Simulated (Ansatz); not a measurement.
The cluster Ni3H4, relaxed as a singlet with RKS r2SCAN-D4/def2-SVP in Ansatz, starting from the GFN2-xTB geometry. Force threshold 0.02 eV/Å.

Another isomer (singlet) lies 0.59 eV lower at PBE0-D4/def2-TZVP; other spin states weren't run for this one.

Start:

Cartesian coordinates in Å:
```
Ni -0.080 -0.661 1.460
Ni -0.125 1.462 0.687
Ni 0.091 -0.342 -0.991
H 0.018 1.416 -1.123
H -0.219 0.833 2.320
H 0.099 -1.705 -0.147
H 0.216 -1.003 -2.205
```

(1) Estimate the energy that the relaxation releases and the steps that it takes.

(2) Does the start keep its bonding and symmetry?

(3) Predict the relaxed structure.

## Answers

(1) 1.17 eV, in 14 steps; 66 s on 2 threads of Arm Neoverse V2 on a shared host. No frequencies were taken in this run, so the end may be a saddle point.

(2) By distances, no bond broke or formed. The bond that changes most is Ni1–H6, from 1.92 to 1.56 Å (atoms count from 1).

(3) 
```xyz
7

Ni   -0.397   -0.717    1.246
Ni    0.339    1.215    0.620
Ni   -0.271   -0.327   -0.952
H    -0.062    1.312   -0.858
H    -0.310    0.727    2.004
H     0.574   -1.126    0.101
H     0.126   -1.084   -2.161
```
Bond lengths (bridged metal pairs left out): 7 × H–Ni 1.48 to 1.65 Å.
